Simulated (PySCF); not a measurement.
Compound: C5H13NSi2.
Atom-mapped SMILES: `[CH2:1]=[CH:2][C@@H:3]1[CH2:4][C@@H:5]1[N:6]([SiH3:7])[SiH3:8]`

Geometry (GFN2-xTB, Å), atoms numbered from 1 in this order:
```xyz
21
C5H13NSi2 angstrom
C      2.764    0.566   -1.039
C      1.604   -0.009   -0.763
C      1.250   -0.563    0.546
C      0.365   -1.785    0.615
C     -0.180   -0.470    1.056
N     -1.193    0.237    0.344
Si    -1.112    1.966    0.533
Si    -2.264   -0.623   -0.718
H      2.986    0.965   -2.014
H      3.541    0.660   -0.297
H      0.840   -0.091   -1.524
H      2.031   -0.476    1.294
H      0.025   -2.190   -0.325
H      0.576   -2.533    1.364
H     -0.260   -0.326    2.132
H     -2.341    2.500   -0.039
H      0.075    2.503   -0.139
H     -1.022    2.239    1.971
H     -1.645   -0.904   -2.024
H     -2.620   -1.883   -0.064
H     -3.430    0.232   -0.909
```

Definitions: NICS(0) = −σiso at the ring centroid; NICS(1) = −σiso and NICS(1)zz = −σzz at ±1 Å along the ring normal z. Level: GIAO PBE0/pcSseg-1 (PySCF, non-relativistic, gas phase) on the GFN2-xTB geometry, one conformer.

Ring bond lengths (Å), with Mayer bond orders in brackets: C3–C4 1.510 (0.91), C4–C5 1.489 (0.98), C5–C3 1.521 (0.90).

**Question.** Give the NICS values of each ring in ppm.

**Answer.** 
```
    ring                                            type  NICS(0)  NICS(1), two faces  NICS(1)zz, two faces  rms pucker (Å)  centre to ring atoms, mean (Å)
C3–C4–C5  3-membered carbocycle; formal bonds all single    -40.1         -8.8 / -6.6         -23.4 / -16.6            0.00                            0.87
```

**Question.** What do they say, and how far can they be read as aromaticity?

**Answer.** 
- C3–C4–C5: mean NICS(1)zz -20.0 ppm, shielded. C3, C4, C5 have four or more neighbours; no verdict on aromaticity is drawn. The two faces differ by 6.8 ppm, so no symmetry operation interchanges them. NICS(0) lies 32 ppm below the mean NICS(1).

**Question.** At the second NICS(1) probe listed for ring C3–C4–C5, 1 Å off the ring, what do the in-plane components average?

**Answer.** The isotropic value is a third of the trace: (3 × -6.6 − (-16.6))/2 = -1.6 ppm.

**Question.** List the ring angles and the Hirshfeld charges of the ring atoms.

**Answer.** 
- C3–C4–C5: C3 58.9° (-0.046 e), C4 60.9° (-0.085 e), C5 60.2° (+0.007 e); sum 180.0° against 180° for a flat convex ring.

**Question.** What are the shieldings of the ring atoms and their hydrogens in the same run (means over atoms taken as equivalent)?

**Answer.** 
```
atoms                   environment  σ isotropic (ppm)  principal values of the symmetric part, first atom (ppm)
   C3                allylic carbon              159.8                                       120.7, 147.7, 210.8
   C4    three-membered-ring carbon              168.6                                       143.2, 166.8, 195.8
   C5  sp3 carbon bound to nitrogen              145.5                                       112.6, 128.6, 195.3
  H12              methine hydrogen              30.35                                          24.5, 28.0, 38.5
  H13            methylene hydrogen              30.92                                          26.3, 29.6, 36.9
  H14            methylene hydrogen              30.56                                          24.9, 26.2, 40.5
  H15              methine hydrogen              28.96                                          21.8, 28.0, 37.1
```

On one thread, Intel Xeon at 2.50 GHz (x86_64), no GPU (shared host), this took 2.9 min wall, 2.5 min CPU (with the writing of density and orbital grids) and 1.0 GiB of memory at its peak. This is the whole shielding run at PBE0/pcSseg-1, SCF included.
